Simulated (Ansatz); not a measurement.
A structure relaxed at PBE-D4/def2-TZVP in Ansatz, charge 0, doublet:

```tsv
atom	x (Å)	y (Å)	z (Å)
Tl1	1.420	-0.634	-1.108
Tl2	-1.833	-0.516	0.134
Br3	0.413	1.150	0.975
```

(1) Give its formula and point group.

(2) Summarise the bond lengths by kind (pairs closer than 1.2 times the sum of covalent radii, bridged metal pairs left out).

Answers

(1) Tl₂Br. Point group C2v (tolerance 0.1 Å).

(2) 2 × Br–Tl 2.92 Å.

In the def2 sets Tl takes a core potential; there is no spin–orbit coupling. The structure comes from a short search, and lower isomers may exist.
